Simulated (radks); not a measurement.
Results of a calculation; reference values are marked as such.
Question: All-electron atom: Ar2+ in [He] 2s2 2p5.5 3s2 3p4 4f0.5 (fractional occupations, a model configuration). Code: a radial shooting solver on a logarithmic mesh with Libxc functionals. Model: Dirac Kohn-Sham, OLYP, spin-unpolarised, spherical densities, finite nucleus; open shells fill j = l - 1/2 first; Fermi nuclear charge, rms radius 3.4274 fm.

Spin-orbit splittings of the eigenvalues, e(l+1/2) - e(l-1/2), with zeta = 2 splitting/(2l+1) and mean radii in bohr:

shell  occ.  splitting (eV)   zeta (eV)  <r> j=l-1/2  <r> j=l+1/2
2p      5.5           2.309       1.540       0.3683       0.3706
3p        4               ?           ?        1.384        1.389
4f      0.5      0.00009013  0.00002575        6.303        6.303

Estimate the 3p splitting.

Answer: 0.2500 eV (zeta = 0.1667 eV).
